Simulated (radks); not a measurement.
The numbers below are computed, except where a source is named.
Q: Radial electron density D(r) = 4 pi r^2 rho(r) of an atom or ion with 23.7 electrons. Level of theory: non-relativistic Kohn-Sham, SCAN, spin-unpolarised, spherical densities, point nucleus; meta-GGA in the generalised Kohn-Sham scheme (a radial shooting solver on a logarithmic mesh with Libxc functionals).

```
   r/bohr * D(r) (the largest magnitude, 32.8, reaches the edge; | marks zero)
 0.002613 |*
 0.003429 | *
 0.004466 |   *
 0.005815 |     *
 0.007632 |        *
 0.009938 |            *
  0.01294 |                   *
  0.01685 |                          *
  0.02212 |                                   *
   0.0288 |                                           *
   0.0375 |                                                *
  0.04922 |                                                *
   0.0641 |                                            *
  0.08346 |                                      *
   0.1096 |                                       *
   0.1427 |                                               *
   0.1857 |                                                      *
   0.2419 |                                                  *
   0.3175 |                                 *
   0.4134 |                    *
   0.5383 |                    *
   0.7066 |                        *
     0.92 |                    *
    1.198 |            *
    1.572 |    *
    2.048 | *
    2.666 |*
    3.472 |*
    4.557 *
    5.934 *
    7.726 *
```

What is the nuclear charge?

A: Z = 25. The innermost maximum, from 1s, lies near 1/Z = 0.04 bohr (found: 0.0430), and its height grows with Z. The density is that of the manganese ion Mn1.3+ in [Ne] 3s1.7 3p6 3d5 4s1; the configuration itself is not fixed sharply by these data, and Z only to about a unit. D(r) has 3 maxima, at r = 0.0430, 0.196, 0.735 bohr, and minima at 0.0949, 0.474 bohr, inside which lie 2.13, 10.65 electrons.
